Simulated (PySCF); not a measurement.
Ga(Me)(OH)2 (CH5GaO2), SMILES [CH3][Ga]([OH])[OH].

The structure is a stationary point at PBE-D3(BJ)/def2-SVP. Other conformers were not sampled.

Two levels are set side by side: PBE/def2-TZVP (PySCF) and HF/def2-TZVP (PySCF). Same geometry, gas phase. Differences are taken from unrounded values.

```
quantity                         HF
---------------------------  ------
orbital gap (eV)              14.43
highest occupied level (eV)  -11.89
lowest empty level (eV)        2.55
dipole moment (D)              2.62
mean polarisability (bohr³)    40.8
```

**Question.** What does PBE give, and how far is it from HF? (An estimate is asked for; the answer gives what the named calculation found.)

**Answer.** 
```tsv
quantity	PBE	PBE minus HF
orbital gap (eV)	5.56	-8.87
highest occupied level (eV)	-6.73	5.15
lowest empty level (eV)	-1.17	-3.71
dipole moment (D)	2.23	-0.39
mean polarisability (bohr³)	48.7	7.9
```

PBE's occupied levels lie high since its potential decays too fast outside the molecule; exact exchange lowers them and widens the gap. Loosely held outer electrons make PBE densities more polarisable. Differences between two approximate levels are no errors against the true value.

Rough cost on one machine, each run with all the roots and properties that it gave: HF against PBE about 1/3.
